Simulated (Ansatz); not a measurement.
`[SiH3]CC[SeH]` + CH₃OH → `COC[SeH]` + `C[SiH3]`  (substitution at a C–C bond)

Computed with Ansatz on PBE0-D4/def2-TZVP structures; ΔE is electronic, products minus reactants. CCSD(T)/CBS adds triple-zeta CCSD(T) − MP2 to the extrapolated MP2 energy (def2 sets, frozen cores). This one scheme is used for every species. Functionals use def2-TZVPP. For Se outer-core shells are correlated without core-valence functions, which leaves a few kJ/mol of doubt a bond. Scalar relativity is left out up to krypton. Each species was taken in one conformer, which may not be the lowest.

```tsv
species	PBE0 energy (Eh)
`[SiH3]CC[SeH]`	-2771.59411
CH₃OH	-115.63988
`COC[SeH]`	-2556.17679
`C[SiH3]`	-331.05158
```

(1) Work out ΔE.

Largest T1 diagnostic among the species: 0.010.

Answers

(1) ΔE = (-2556.17679) + (-331.05158) − (-2771.59411) − (-115.63988) = 0.00562 Eh = +14.8 kJ/mol. CCSD(T)/CBS gives +21.4 kJ/mol.

In def2-TZVPP, CCSD(T) changes the Hartree–Fock value by +3.2 kJ/mol (the triples alone add −1.3 kJ/mol) and MP2 by +7.6 kJ/mol. From PBE to PBE0 (25 % exact exchange), in def2-TZVPP and without D4, ΔE moves by +5.4 kJ/mol.
